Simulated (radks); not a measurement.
All-electron atom: Al+ in [Ne] 3s2. All-electron calculation, non-relativistic Kohn-Sham, RPBE, spin-polarised, spherical densities, point nucleus. Program: a radial shooting solver on a logarithmic mesh with Libxc functionals.

Normalised radial functions P(r) = r R(r), r in bohr:

```
   r/bohr * 2s, o 3s (the largest magnitude, 1.31, reaches the edge; | marks zero, & curves that meet)
   0.0118                             |o   *
  0.01524                             | o   *
  0.01954                             | o    *
  0.02503                             | o      *
  0.03208                             |  o      *
  0.04111                             |  o       *
   0.0531                             |  o        *
  0.06805                             |  o        *
   0.0872                             |  o       *
   0.1117                             | o     *
   0.1432                             |o  *
    0.185                          * o|
    0.237                  *       o  |
   0.3038          *             o    |
   0.3893    *                  o     |
   0.5028  *                    o     |
   0.6444    *                    o   |
   0.8257          *                  |o
    1.058                 *           |     o
    1.356                       *     |          o
    1.752                           * |             o
    2.245                            *|             o
    2.876                             *           o
    3.686                             *      o
    4.723                             *   o
    6.101                             *o
    7.819                             &
    10.02                             &
```

2s: eigenvalue -116.22 eV, 1 radial node at r = 0.165 bohr, <r> = 0.627 bohr, 90 % of the charge inside 0.991 bohr. 3s: eigenvalue -14.737 eV, 2 radial nodes at r = 0.162, 0.799 bohr, <r> = 2.39 bohr, 90 % of the charge inside 3.61 bohr.
